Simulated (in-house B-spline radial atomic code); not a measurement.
CAM-B3LYP excitations of the thallium ion Tl⁺

Method: CAM-B3LYP. Computed with an all-electron radial atomic-structure program (B-spline basis): linear response of the closed shell [Xe] 4f14 5d10 6s2 with the functional's adiabatic kernel; scalar-relativistic (spin-free one-electron X2C), finite nucleus, no spin-orbit coupling, no double excitations, S, P, D and F terms only; shells from n = 4 respond. Only terms of natural parity with L up to 3 were computed.

Spin-orbit coupling is strong here, so these LS terms don't match observed levels.

Command:
```bash
python run_td.py task.json out
```
Settings (radii: box in bohr, nucleus in fm):
```
Z                        81
electrons                80
configuration            [Xe] 4f14 5d10 6s2
hamiltonian              x2c
method                   camb3lyp
box_radius               41.61
rms_radius               5.4759
intervals                74
```

Cost of the run: 11 s on 1 thread of Arm Neoverse N1 (shared host).

The lowest states, in the order of their Tamm-Dancoff energies; the method's threshold (minus the highest occupied level) is 18.537 eV. Labels give the largest channel, * marks a mixed state, and oscillator strengths are full-response dipole values. Measured ¹D terms are left out, since they can mix with doubly excited terms. Semilocal kernels can invert the small singlet-triplet splittings of Rydberg terms. Energies in eV:

```tsv
state	full response	Tamm-Dancoff	oscillator strength	measured (J-weighted term)
6s → 6p 3P	?	?	-	?
6s → 6p 1P	8.873	9.133	1.33	9.381
6s → 7s 3S	12.506	12.508	-	13.047
6s → 7s 1S	?	?	-	?
6s → 6d 3D	13.887	13.889	-	14.452
6s → 6d 1D	13.917	13.920	-	-
```

Question: Where does 6s → 7s 1S lie?

Answer: At 12.774 eV in full response, 12.797 eV in Tamm-Dancoff; measured 13.390 eV.

Question: Where does 6s → 6p 3P lie?

Answer: At 6.905 eV in full response, 7.007 eV in Tamm-Dancoff; measured 7.098 eV.

Question: How large is the singlet-triplet splitting of 6s → 6p (P terms) in Tamm-Dancoff?

Answer: 2.13 eV, from the unrounded values.

Question: What polarisabilities and dispersion coefficient does the method give?

Answer: Dipole 20.71 bohr³, quadrupole 94.91 bohr⁵, C6 166.9 hartree·bohr⁶ for two such species.
